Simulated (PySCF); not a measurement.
Molecule: `C[SiH2]C(C)=O`, C3H8OSi.

Molfile (atoms numbered from 1):
```
C3H8OSi
     RDKit          3D

 13 12  0  0  0  0  0  0  0  0999 V2000
   -2.2301    0.0208   -0.0468 C   0  0  0  0  0  0  0  0  0  0  0  0
   -0.6364    0.2830    0.8942 Si  0  0  0  0  0  4  0  0  0  0  0  0
    0.8243   -0.1941   -0.2968 C   0  0  0  0  0  0  0  0  0  0  0  0
    2.2359    0.2201    0.0257 C   0  0  0  0  0  0  0  0  0  0  0  0
    0.5584   -0.8458   -1.2834 O   0  0  0  0  0  0  0  0  0  0  0  0
   -2.3057    0.7408   -0.8755 H   0  0  0  0  0  0  0  0  0  0  0  0
   -3.1143    0.1328    0.5979 H   0  0  0  0  0  0  0  0  0  0  0  0
   -2.2269   -0.9902   -0.4814 H   0  0  0  0  0  0  0  0  0  0  0  0
   -0.4710    1.6925    1.3746 H   0  0  0  0  0  0  0  0  0  0  0  0
   -0.5338   -0.6144    2.0899 H   0  0  0  0  0  0  0  0  0  0  0  0
    2.9369   -0.2327   -0.6900 H   0  0  0  0  0  0  0  0  0  0  0  0
    2.3147    1.3192   -0.0198 H   0  0  0  0  0  0  0  0  0  0  0  0
    2.4968   -0.0735    1.0556 H   0  0  0  0  0  0  0  0  0  0  0  0
  1  2  1  0
  2  3  1  0
  3  4  1  0
  3  5  2  0
  1  6  1  0
  1  7  1  0
  1  8  1  0
  2  9  1  0
  2 10  1  0
  4 11  1  0
  4 12  1  0
  4 13  1  0
M  END
```

Geometry PBE0-D3(BJ)/def2-SVP throughout; GIAO in PySCF, gas phase, one conformer, non-relativistic; equivalent atoms averaged; functional PBE0.

A run gave: C3 -57.2, C4 148.8, C1 204.1, Si2 426.0, O5 -622.7, H9/H10 28.08, H11/H12/H13 30.10, H6/H7/H8 32.62 ppm (absolute shieldings σ).

Which basis set was used in that run?
A. cc-pVDZ
B. IGLO-III
C. cc-pVTZ
D. pcSseg-0
E. aug-cc-pVDZ

## Answers

D. O5 tells them apart best: pcSseg-0 gives -622.7, aug-cc-pVDZ gives -423.5, IGLO-III gives -493.9, cc-pVDZ gives -453.3, cc-pVTZ gives -482.0 ppm.
